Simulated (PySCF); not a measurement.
# Gas-phase XPS of `[SiH3]O[SiH2][NH][GeH3]`, computed

Compound: GeH9NOSi2.
Cartesian coordinates in Å at the PBE0-D3(BJ)/def2-SVP level; atoms count from 1:
```xyz
14
GeH9NOSi2 angstrom
Si    -2.1143    0.9960   -0.0509
O     -1.6187    0.0577    1.2245
Si    -0.2504   -0.8113    1.6146
N      0.7813   -1.0687    0.2549
Ge     2.1413    0.0159   -0.3550
H     -3.3413    1.7348    0.3590
H     -2.4265    0.1513   -1.2442
H     -1.0532    1.9794   -0.4343
H     -0.7120   -2.1247    2.1423
H      0.5144   -0.0374    2.6313
H      0.5521   -1.8510   -0.3523
H      3.4090   -0.8276   -0.5904
H      1.7417    0.7076   -1.6747
H      2.3738    1.0623    0.7451
```

Computed with PySCF, delta-SCF UKS SCAN, pcX-2 on the ionised atom, pcseg-1 elsewhere, spin-free X2C. These are vertical core ionisation energies against the vacuum level, from separate self-consistent calculations with and without the core hole.

Q: List the computed XPS lines with their assignment.

A: 
```tsv
atom(s)	environment	level	binding energy (eV)	2p1/2 (eV)	above the level's lowest (eV)	count
Si1	oxygen-bound silicon	Si 2p3/2	107.40	108.02	+0.05	1
Si1	oxygen-bound silicon	Si 1s	1847.32	–	0.00	1
O2	siloxane oxygen	O 1s	537.57	–	0.00	1
Si3	oxygen-bound silicon	Si 2p3/2	107.35	107.98	0.00	1
Si3	oxygen-bound silicon	Si 1s	1847.39	–	+0.07	1
N4	silicon-bound nitrogen	N 1s	404.15	–	0.00	1
```

The 2 Si 1s values lie within 0.07 eV of each other; Gaussian lines of 0.5 eV full width would blend them into one maximum.

The 2 Si 2p3/2 values lie within 0.05 eV of each other.

Q: Which photon wavelength matches the Si 1s of Si3 threshold?

A: λ = hc/E = 12398.42 eV Å / 1847.39 eV = 6.711 Å.

Q: Which effective nuclear charge Zeff reproduces each element's mean 1s value in the hydrogen-like formula E = 13.606 eV × Zeff²?

A: N (Z = 7): mean 404.2 eV, Zeff = 5.45, Z − Zeff = 1.55; O (Z = 8): mean 537.6 eV, Zeff = 6.29, Z − Zeff = 1.71; Si (Z = 14): mean 1847.4 eV, Zeff = 11.65, Z − Zeff = 2.35. Means run over the listed sites, weighted by atom count.

The 2p values aren't plain energy differences: one relaxed spin-free 2p hole is combined with a matrix within the shell (ground-state 2p orbital-energy differences and spin–orbit coupling). 2p3/2, the mean of its two sublevels, lies a third of the splitting below the shell's mean and 2p1/2 two thirds above it; the statistical areas are 2:1. 2p1/2 minus 2p3/2 (ligand field included): Si 0.62 eV. No level of germanium is listed. One conformer (not necessarily the lowest) at the PBE0-D3(BJ)/def2-SVP geometry, without solvent, vibrations or thermal averaging.

Hardware: Arm Neoverse V2, one thread, shared host with 32 logical CPUs at a one-minute load of 12. Cost: 35 s of wall time, 0.64 GiB resident at most.
